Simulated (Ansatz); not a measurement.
The cluster AgF₂⁻ was relaxed with r2SCAN-D4 (def2-TZVPD) in Ansatz in these states: charge -1 quintet, charge -1 singlet, charge -1 triplet. The geometries follow in no particular order.

In the def2 sets Ag takes a core potential; there is no spin–orbit coupling.

A:

Cartesian coordinates in Å:
```
Ag 0.000 0.000 0.000
F 1.927 -0.485 -0.291
F -1.927 0.485 0.291
```

B:

Cartesian coordinates in Å:
```
Ag 0.858 -0.119 -0.330
F -0.906 0.410 -1.201
F 0.049 -0.291 1.531
```

C:

```xyz
3

Ag    0.000    0.000    0.000
F    -1.672    1.212    0.324
F     1.672   -1.212   -0.324
```

Question: Judge from the bond lengths which geometry belongs to which state (an estimate).

Answer: A is the charge -1 singlet (Ag1–F3 2.008 Å, Ag1–F2 2.008 Å); B is the charge -1 triplet (Ag1–F3 2.037 Å, Ag1–F2 2.037 Å); C is the charge -1 quintet (Ag1–F3 2.090 Å, Ag1–F2 2.090 Å).

At r2SCAN-D4/def2-TZVPD the highest occupied level of the charge -1 triplet lies above zero (up to 0.53 eV). It is a level of α spin, whose loss leaves a doublet; that state wasn't run at this geometry and level. The electron is either unbound and held by the finite basis, or the level is raised by self-interaction error. At r2SCAN-D4/def2-TZVPD the highest occupied level of the charge -1 quintet lies above zero (up to 2.37 eV). It is a level of α spin, whose loss leaves a quartet; that state wasn't run at this geometry and level. The electron is either unbound and held by the finite basis, or the level is raised by self-interaction error. At PBE0-D4/def2-TZVPD a singlet lies 3.22 eV below the charge -1 triplet. At PBE0-D4/def2-TZVPD a singlet lies 10.31 eV below the charge -1 quintet. These are the stationary points nearest to one start from a short search; other shapes may lie lower in each state.
